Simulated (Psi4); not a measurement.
Psi4 input (wB97X-D/6-31G*):

```
memory 1500 MB

molecule {
-1 1
C    -2.15981200    0.73280800   -0.13406400
C    -1.28937500   -0.15323500    0.37829600
C    -0.14420800   -0.74264900   -0.44118500
Si    1.44674900    0.12106000    0.02599300
H    -2.88126500    1.03651800    0.65544400
H    -1.26814100   -0.51685100    1.42476000
H    -0.02924400   -1.82731300   -0.30039500
H    -0.34555900   -0.55464700   -1.50104500
H     2.68591000   -0.46749300   -0.59785400
H     1.44380800    1.55611100   -0.35843100
H     1.70037900    0.05729600    1.49533700
symmetry c1
no_reorient
no_com
}

set {
  basis 6-31G*
  reference rks
  scf_type pk
  dft_radial_points 99
  dft_spherical_points 590
  e_convergence 1e-8
  d_convergence 1e-7
  maxiter 150
}

e = energy('wb97x-d')
print_out(f'\nFINAL {e:.10f} DIPOLE {variable("CURRENT DIPOLE")[0]:.6f} {variable("CURRENT DIPOLE")[1]:.6f} {variable("CURRENT DIPOLE")[2]:.6f}\n')
```

Output:

```
   => Loading Basis Set <=

    Name: 6-31G*
    Role: ORBITAL
    Keyword: BASIS
    atoms 1-3  entry C          line   111 file 6-31gs.gbs
    atoms 4    entry SI         line   268 file 6-31gs.gbs
    atoms 5-11 entry H          line    44 file 6-31gs.gbs

   => WB97X-D: Empirical Dispersion <=

    Chai and Head-Gordon Dispersion Correction
    Chai, J.-D.; Head-Gordon, M. (2010), J. Chem. Phys., 132: 6615-6620

        s6 =       1.000000

         ---------------------------------------------------------
                                   SCF
               by Justin Turney, Rob Parrish, Andy Simmonett
                          and Daniel G. A. Smith
                              RKS Reference
         ---------------------------------------------------------

  ==> Geometry <==

    Molecular point group: c1
    Full point group: C1

    Geometry (in Angstrom), charge = -1, multiplicity = 1:

       Center              X                  Y                   Z               Mass
    ------------   -----------------  -----------------  -----------------  -----------------
         C           -2.159812000000     0.732808000000    -0.134064000000    12.000000000000
         C           -1.289375000000    -0.153235000000     0.378296000000    12.000000000000
         C           -0.144208000000    -0.742649000000    -0.441185000000    12.000000000000
         SI           1.446749000000     0.121060000000     0.025993000000    27.976926534650
         H           -2.881265000000     1.036518000000     0.655444000000     1.007825032230
         H           -1.268141000000    -0.516851000000     1.424760000000     1.007825032230
         H           -0.029244000000    -1.827313000000    -0.300395000000     1.007825032230
         H           -0.345559000000    -0.554647000000    -1.501045000000     1.007825032230
         H            2.685910000000    -0.467493000000    -0.597854000000     1.007825032230
         H            1.443808000000     1.556111000000    -0.358431000000     1.007825032230
         H            1.700379000000     0.057296000000     1.495337000000     1.007825032230

  Running in c1 symmetry.

  Rotational constants: A =      0.52239  B =      0.09973  C =      0.09387 [cm^-1]
  Rotational constants: A =  15660.81768  B =   2989.92833  C =   2814.00958 [MHz]
  Nuclear repulsion =  145.030050154271493

  Charge       = -1
  Multiplicity = 1
  Electrons    = 40
  Nalpha       = 20
  Nbeta        = 20

  ==> Algorithm <==

  SCF Algorithm Type is PK.
  DIIS enabled.
  MOM disabled.
  Fractional occupation disabled.
  Guess Type is SAD.
  Energy threshold   = 1.00e-08
  Density threshold  = 1.00e-07
  Integral threshold = 1.00e-12

  ==> Primary Basis <==

  Basis Set: 6-31G*
    Blend: 6-31G*
    Number of shells: 40
    Number of basis functions: 78
    Number of Cartesian functions: 78
    Spherical Harmonics?: false
    Max angular momentum: 2

  ==> DFT Potential <==

   => LibXC <=

    Version 7.1.2
    S. Lehtola, C. Steigemann, M. J. T. Oliveira, and M. A. L. Marques,  SoftwareX 7, 1–5 (2018) (10.1016/j.softx.2017.11.002)

   => Composite Functional: WB97X-D <=

    wB97X-D Hyb-GGA Exchange-Correlation Functional

    J.-D. Chai and M. Head-Gordon,  Phys. Chem. Chem. Phys. 10, 6615–6620 (2008) (10.1039/B810189B)

    Deriv               =              1
    GGA                 =           TRUE
    Meta                =          FALSE

    Exchange Hybrid     =           TRUE
    MP2 Hybrid          =          FALSE

   => Exchange-Correlation Functionals <=

    1.0000   wB97X-D range-separated functional

   => Exact (HF) Exchange <=

    0.7780            HF,LR [omega = 0.2000]
    0.2220               HF

   => LibXC Density Thresholds  <==

    XC_HYB_GGA_XC_WB97X_D:  1.00E-14

   => Molecular Quadrature <=

    Radial Scheme          =       TREUTLER
    Pruning Scheme         =           NONE
    Nuclear Scheme         =       TREUTLER

    Blocking Scheme        =         OCTREE
    BS radius alpha        =              1
    Pruning alpha          =              1
    Radial Points          =             99
    Spherical Points       =            590
    Total Points           =         607676
    Total Blocks           =           4272
    Max Points             =            256
    Max Functions          =             77
    Weights Tolerance      =       1.00E-15

  ==> Integral Setup <==

  Using in-core PK algorithm.
   Calculation information:
      Number of atoms:                  11
      Number of AO shells:              40
      Number of primitives:            100
      Number of atomic orbitals:        78
      Number of basis functions:        78

      Integral cutoff                 1.00e-12
      Number of threads:                 1

  Performing in-core PK
  Using 14243463 doubles for integral storage.
  We computed 313492 shell quartets total.
  Whereas there are 336610 unique shell quartets.

  Computing range-separated integrals for PK
  We computed 313492 wK shell quartets total.
  Whereas there are 336610 wK unique shell quartets.

  ==> DiskJK: Disk-Based J/K Matrices <==

    J tasked:                  Yes
    K tasked:                  Yes
    wK tasked:                 Yes
    Omega:               2.000E-01
    Schwarz Cutoff:          1E-12


  Cached 50.0% of DFT collocation blocks in 0.573 [GiB].

  Minimum eigenvalue in the overlap matrix is 5.0149743693E-03.
  Reciprocal condition number of the overlap matrix is 7.2986848952E-04.
    Using symmetric orthogonalization.

  ==> Pre-Iterations <==

  SCF Guess: Superposition of Atomic Densities via on-the-fly atomic UHF (no occupation information).

   -------------------------
    Irrep   Nso     Nmo
   -------------------------
     A         78      78
   -------------------------
    Total      78      78
   -------------------------

  ==> Iterations <==

                        Total Energy        Delta E     RMS |[F,P]|

   @RKS iter SAD:  -406.89864597133175   -4.06899e+02   0.00000e+00
   @RKS iter   1:  -407.56738837427901   -6.68742e-01   8.65773e-03 DIIS/ADIIS
   @RKS iter   2:  -407.66012703876532   -9.27387e-02   7.40012e-03 DIIS/ADIIS
   @RKS iter   3:  -407.85031679294275   -1.90190e-01   4.82416e-04 DIIS/ADIIS
   @RKS iter   4:  -407.85146126607742   -1.14447e-03   2.33212e-04 DIIS/ADIIS
   @RKS iter   5:  -407.85168333600609   -2.22070e-04   1.05559e-04 DIIS/ADIIS
   @RKS iter   6:  -407.85173319982982   -4.98638e-05   3.07445e-05 DIIS
   @RKS iter   7:  -407.85174090308328   -7.70325e-06   6.97354e-06 DIIS
   @RKS iter   8:  -407.85174177106973   -8.67986e-07   3.56828e-06 DIIS
   @RKS iter   9:  -407.85174189485639   -1.23787e-07   1.02087e-06 DIIS
   @RKS iter  10:  -407.85174190555858   -1.07022e-08   2.36034e-07 DIIS
   @RKS iter  11:  -407.85174190656420   -1.00562e-09   7.09828e-08 DIIS
  Energy and wave function converged.

  ==> Post-Iterations <==

   Electrons on quadrature grid:
      Ntotal   =   40.0000023057 ; deviation = 2.306e-06

    Orbital Energies [Eh]
    ---------------------

    Doubly Occupied:

       1A    -66.111513     2A    -10.105872     3A    -10.058509
       4A    -10.000593     5A     -5.228779     6A     -3.573781
       7A     -3.573260     8A     -3.571554     9A     -0.655991
      10A     -0.544367    11A     -0.453838    12A     -0.388626
      13A     -0.336094    14A     -0.275581    15A     -0.266250
      16A     -0.251493    17A     -0.242038    18A     -0.193977
      19A     -0.076238    20A     -0.013465

    Virtual:

      21A      0.264113    22A      0.291895    23A      0.305651
      24A      0.345680    25A      0.376403    26A      0.380311
      27A      0.397093    28A      0.420122    29A      0.456075
      30A      0.473425    31A      0.486399    32A      0.498507
      33A      0.541880    34A      0.619188    35A      0.677786
      36A      0.765892    37A      0.802298    38A      0.846230
      39A      0.859236    40A      0.893354    41A      0.910995
      42A      0.918339    43A      0.941565    44A      0.989783
      45A      1.040857    46A      1.060679    47A      1.098547
      48A      1.131998    49A      1.161143    50A      1.166559
      51A      1.189685    52A      1.214167    53A      1.271495
      54A      1.309044    55A      1.344910    56A      1.402931
      57A      1.479095    58A      1.506750    59A      1.625530
      60A      1.761398    61A      1.869446    62A      2.057712
      63A      2.106576    64A      2.154900    65A      2.272526
      66A      2.356557    67A      2.407908    68A      2.444932
      69A      2.551889    70A      2.629703    71A      2.781265
      72A      2.810189    73A      3.071854    74A      3.120712
      75A      3.203601    76A      4.445902    77A      4.512465
      78A      4.722494

    Final Occupation by Irrep:
              A
    DOCC [    20 ]
    NA   [    20 ]
    NB   [    20 ]

  @RKS Final Energy:  -407.85174190656420

   => Energetics <=

    Nuclear Repulsion Energy =            145.0300501542714926
    One-Electron Energy =                -854.8395273153803373
    Two-Electron Energy =                 329.9723979291254636
    DFT Exchange-Correlation Energy =     -28.0106649039055284
    Empirical Dispersion Energy =          -0.0039977706753212
    VV10 Nonlocal Energy =                  0.0000000000000000
    Total Energy =                       -407.8517419065642002

Computation Completed

Properties will be evaluated at   0.000000,   0.000000,   0.000000 [a0]

Properties computed using the SCF density matrix

 Multipole Moments:

 ------------------------------------------------------------------------------------
     Multipole            Electronic (a.u.)      Nuclear  (a.u.)        Total (a.u.)
 ------------------------------------------------------------------------------------

 L = 1.  Multiply by 2.5417464519 to convert [e a0] to [Debye]
 Dipole X            :          2.2316247            0.0000076            2.2316323
 Dipole Y            :         -1.0197733            0.0000094           -1.0197639
 Dipole Z            :          0.2834570            0.0000000            0.2834570
 Magnitude           :                                                    2.4699087

 ------------------------------------------------------------------------------------

FINAL -407.8517419066 DIPOLE 2.231632 -1.019764 0.283457

*** Psi4 exiting successfully. Buy a developer a beer!
```

The dipole moment of an ion depends on the origin.

The geometry given is a B3LYP-D3(BJ)/def2-TZVP minimum.
